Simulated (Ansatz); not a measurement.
Stepwise reaction of `[F][Hf]([F])([SH])[SH]` with hydrogen fluoride, as a gas-phase model of exchange steps in deposition or etching. ΔE in kJ/mol; ΔG adds harmonic PBE0-D4 terms to CCSD(T)/CBS, at 1 bar.

Isolated molecules relaxed with PBE0-D4/def2-TZVP in Ansatz; ΔE leaves out vibrations. CCSD(T)/CBS is the MP2 limit (def2-TZVPP, def2-QZVPP) plus CCSD(T) − MP2 in def2-TZVPP, frozen cores. This one scheme is used for every species. Functionals use def2-TZVPP. B3LYP here is the variant with VWN-RPA as its local correlation; programs differ in this. Elements past krypton have def2 core potentials. For Hf outer-core shells are correlated without core-valence functions, which leaves a few kJ/mol of doubt a bond. One conformer a species, not always the lowest.

```
step                                                      reaction  PBE-D4  B3LYP-D4  ωB97M-V  CCSD(T)/CBS  ΔG(500 K)
   2  `[F][Hf]([F])([F])[SH]` + H–F → `[F][Hf]([F])([F])[F]` + H₂S   -86.5     -93.6    -92.1        -82.9      -74.7
```

**Question.** Give the row of step 1, `[F][Hf]([F])([SH])[SH]` + H–F → `[F][Hf]([F])([F])[SH]` + H₂S. (An estimate is asked.)

**Answer.** Ansatz gave: 
```csv
step,reaction,PBE-D4,B3LYP-D4,ωB97M-V,CCSD(T)/CBS,ΔG(500 K)
1,`[F][Hf]([F])([SH])[SH]` + H–F → `[F][Hf]([F])([F])[SH]` + H₂S,-84.3,-91.3,-90.8,-79.9,-91.7
```

**Question.** By hand: ΔE of the 2 steps together at CCSD(T)/CBS.

**Answer.** (-79.9) + (-82.9) = -162.8 kJ/mol, or -81.4 kJ/mol a step.

In ΔE the steps differ by no more than 3.0 kJ/mol. All are downhill at CCSD(T)/CBS. ΔG lies between -91.7 and -74.7 kJ/mol a step. PBE-D4 differs from CCSD(T)/CBS by -4.4 to -3.6 kJ/mol a step. Isolated molecules leave out the surface, adducts and barriers. Largest T1 diagnostic: 0.016.
